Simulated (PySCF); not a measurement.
Gas-phase reaction: 2 Ge₃H₈ + C₂H₆ = 3 Ge₂H₆ + C₂H₄

Energies from PySCF, thermal terms from the rigid-rotor harmonic-oscillator model, ideal gas at 1 bar. † marks an energy on the PBE0/def2-TZVP geometry and frequencies; other levels use their own. MP2 freezes the core. 6-31G* has spherical d functions here. All species are closed-shell singlets. B3LYP is the form with VWN-RPA correlation. Ge: all electrons, no relativistic terms. MP2 isn't extrapolated to the basis-set limit; its ΔH°(298 K) is 173.3 kJ in def2-SVP and 178.5 kJ in def2-TZVPP. The harmonic model lacks anharmonicity and excited electronic states, which grow with temperature; levels with a mode under 35 cm⁻¹ are left out. Internal rotation in Ge₃H₈, C₂H₆, Ge₂H₆ is treated as a harmonic vibration of one conformer, which makes the entropy rough.

```
level               ΔE electronic, kJ  ΔH°(298 K), kJ  ΔS°(298 K), J/K  ΔG°(600 K), kJ
------------------  -----------------  --------------  ---------------  --------------
B3LYP/6-31G*                      191             165              116              96
B3LYP/def2-TZVP†                  169             144              118              74
HF/6-31G*                         176             149              119              79
HF/def2-TZVP†                     155             130              118              60
MP2/def2-SVP†                     198             173              118             103
PBE/def2-SVP                      195             170              117             101
ωB97X-V/def2-TZVP†                195             170              118             100
```
ΔH° is lowest at HF/def2-TZVP† and highest at MP2/def2-SVP†. No reference value is set beside these.
